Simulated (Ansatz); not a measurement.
`[F][AlH][O][SiH3]` + `N[SiH2][SbH][OH]` → `[OH][Al]([F])[O][SiH3]` + `N[SiH2][SbH2]`  (redistribution)

Calculated with Ansatz (gas phase, PBE0-D4/def2-TZVP geometries, no zero-point term in ΔE). CBS: MP2 limit from def2 TZ/QZ plus the TZ coupled-cluster correction, frozen cores. This one scheme is used for every species. DFT in def2-TZVPP. B3LYP here is the variant with VWN-RPA as its local correlation; programs differ in this. Elements past krypton have def2 core potentials. For Sb outer-core shells are correlated without core-valence functions, which leaves a few kJ/mol of doubt a bond. One conformer a species, not always the lowest.

| level | ΔE (kJ/mol) | difference from CCSD(T)/CBS |
| --- | --- | --- |
| r2SCAN-D4 | -142.7 | -2.8 |
| PBE0-D4 | -140.7 | -0.8 |
| B3LYP-D4 | -136.6 | 3.3 |
| ωB97X-V | -136.1 | 3.8 |
| ωB97M-V | -140.3 | -0.4 |
| B2PLYP | -141.1 | -1.2 |
| r2SCAN | -142.6 | -2.7 |
| PBE0 | -140.7 | -0.8 |
| HF/def2-TZVPP | -150.0 | -10.1 |
| MP2/def2-TZVPP | -150.4 | -10.5 |
| CCSD/def2-TZVPP | -150.4 | -10.5 |
| CCSD(T)/def2-TZVPP | -147.7 | -7.8 |
| HF/def2-QZVPP | -147.1 | -7.2 |
| MP2/def2-QZVPP | -145.0 | -5.1 |
| SCS-MP2/def2-QZVPP | -140.3 | -0.4 |
| CCSD/CBS(def2) | -142.6 | -2.7 |
| CCSD(T)/CBS | -139.9 | 0 |

Largest T1 diagnostic among the species: 0.014.

From PBE to PBE0 (25 % exact exchange), in def2-TZVPP and without D4, ΔE moves by −10.5 kJ/mol.
